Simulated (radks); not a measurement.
Results of a calculation; reference values are marked as such.
Spherical quantum dot in the effective-mass picture: electrons in a hard-walled sphere of radius 7.38, with a point charge +1 (a donor) at the centre, all in effective atomic units (hartree* = m*/eps^2 hartree, bohr* = eps/m* bohr), one dielectric constant everywhere. Level of theory: non-relativistic Kohn-Sham, PBE, spin-polarised, spherical densities (a radial shooting solver with Libxc functionals). Levels are named by radial order and angular momentum (1s, 1p, 1d, 2s, ...), and open shells are averaged over m. Each electron was tried in the lowest free levels, single moves between levels near the top were tried too, and the lowest total energy was kept; such a search can miss a lower state. The series stops at N = 15: beyond it a trial failed or the search could not be trusted, so later rows were left out. At N = 1 the Hartree and exchange-correlation terms need not cancel, so that row can carry a self-interaction error.

| N | open shells | 2S | E (hartree*) | mu = E(N) - E(N-1) (hartree*) | addition energy mu(N+1) - mu(N) (hartree*) | e(HOMO) (hartree*) | rms radius (bohr*) |
|---|---|---|---|---|---|---|---|
| 1 | 1s(up 1, down 0) | 1 | -0.499818 | -0.49982 | 0.4887 | -0.27827 | 1.784 |
| 2 | none | 0 | -0.510932 | -0.011114 | 0.3688 | 0.10605 | 2.587 |
| 3 | 1p(up 1, down 0) | 1 | -0.153212 | 0.35772 | 0.1525 | 0.42993 | 3.562 |
| 4 | 1p(up 2, down 0) | 2 | 0.356995 | 0.51021 | 0.1640 | 0.59168 | 4.008 |
| 5 | 1p(up 3, down 0) | 3 | 1.03115 | 0.67416 | 0.2190 | 0.75680 | 4.286 |
| 6 | 1p(up 3, down 1) | 2 | 1.92435 | 0.89320 | 0.1498 | 0.96589 | 4.482 |
| 7 | 1p(up 3, down 2) | 1 | 2.96734 | 1.0430 | 0.1576 | 1.1212 | 4.633 |
| 8 | none | 0 | 4.16791 | 1.2006 | 0.1894 | 1.2803 | 4.753 |
| 9 | 2s(up 1, down 0) | 1 | 5.55784 | 1.3899 | 0.2217 | 1.4801 | 4.847 |
| 10 | 1d(up 1, down 0) 2s(up 1, down 0) | 2 | 7.16947 | 1.6116 | 0.1573 | 1.6902 | 4.940 |
| 11 | 1d(up 2, down 0) 2s(up 1, down 0) | 3 | 8.93841 | 1.7689 | 0.1578 | 1.8478 | 5.018 |
| 12 | 1d(up 3, down 0) 2s(up 1, down 0) | 4 | 10.8652 | 1.9267 | 0.1580 | 2.0057 | 5.086 |
| 13 | 1d(up 4, down 0) 2s(up 1, down 0) | 5 | 12.9499 | 2.0848 | 0.1581 | 2.1638 | 5.145 |
| 14 | 1d(up 5, down 0) 2s(up 1, down 0) | 6 | 15.1927 | 2.2428 | 0.1964 | 2.3218 | 5.197 |
| 15 | 1d(up 5, down 1) 2s(up 1, down 0) | 5 | 17.6319 | 2.4392 | - | 2.5161 | 5.245 |

All shells are closed at N = 2, 8 (there: 1s2 1p6); the second difference of the energy has clear peaks (12 % above both neighbours; the first and last values, which can be the largest, are not judged, and half-filled shells can peak too) at N = 5, 9.
